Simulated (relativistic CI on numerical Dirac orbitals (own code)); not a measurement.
# Crystal-field levels of Pd⁺, 4d9

Calculated by Dirac-Coulomb-Breit CI, separate exchange-only KLI orbitals for each configuration, model QED (radiative potential, 1s self-energy scaled to tabulated hydrogen-like ionisation energies), valence Slater integrals scaled by 0.8, one configuration in a parametric crystal field (own radial code).

Field parameters in Wybourne normalisation: Oh B⁴₀ = 21Dq, B⁴₄ = √(5/14) B⁴₀. The field is a parameter set, without covalency.

S is read from ⟨S²⟩ = S(S + 1).

Levels (cm⁻¹, degeneracy): 0 (4), 22725 (2), 24832 (4).

Q: Which field gives this pattern?
A. Oh, 10Dq = 23450 cm⁻¹
B. Oh, 10Dq = 22050 cm⁻¹
C. Oh, 10Dq = 23950 cm⁻¹
D. Oh, 10Dq = 17850 cm⁻¹

A: C. Oh, 10Dq = 23950 cm⁻¹, ground level with S = 0.50.
